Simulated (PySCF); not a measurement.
Numbering as in the mapped SMILES `[O:1]=[CH:2][C:3]1=[CH:4][CH2:5][C:6]([F:7])([F:8])[O:9]1`. Hydrogens are named by the atom that carries them.

Level of theory: structure optimised with GFN2-xTB, PBE0/pcSseg-1 with gauge-including orbitals, in PySCF 2.14.0 with density-fitted response routines (relativity neglected, one averaged value for each set of equivalent atoms, in vacuum, a single conformation).

Scale: 13C (186.93 ppm), 1H (31.72 ppm) against TMS; 17O (336.08 ppm) vs H2O; CFCl3 for 19F (170.95 ppm) (reference shieldings calculated alike).

| atoms | nucleus | count | δ (ppm) |
| --- | --- | --- | --- |
| C3 | 13C | 1 | 160.4 |
| C2 | 13C | 1 | 187.0 |
| C4 | 13C | 1 | 118.4 |
| C5 | 13C | 1 | ? |
| C6 | 13C | 1 | 140.6 |
| H(C5) | 1H | 2 | 3.43 |
| H(C2) | 1H | 1 | 9.71 |
| O1 | 17O | 1 | ? |
| F7/F8 | 19F | 2 | -68.1 |
| H(C4) | 1H | 1 | 6.38 |
| O9 | 17O | 1 | ? |

Task: Complete the table.

Result: 
- C5: 45.8 ppm, allylic sp3 CH2; saturated and bonded to C and H only
- O1: 693.9 ppm, aldehyde oxygen
- O9: 191.7 ppm, ether oxygen

Shifts are as computed. Against solution values, carbons near 30 ppm lie about +3 ppm off and those near 130 ppm about +5 ppm. Of 1211 compounds with measured shifts, 218 miss one by over three times the rms of a fit or turn the order of signals round; such compounds aren't used in these exercises. Unscaled 19F shifts against computed CFCl3 carry errors that often reach 10 to 50 ppm. Unscaled 17O shifts of doubly bonded oxygen tend to come out too high, by tens of ppm or more. Experimental scales use liquid or dissolved standards, which lie at an offset from isolated H2O (liquid H2O: subtract about 36 ppm).
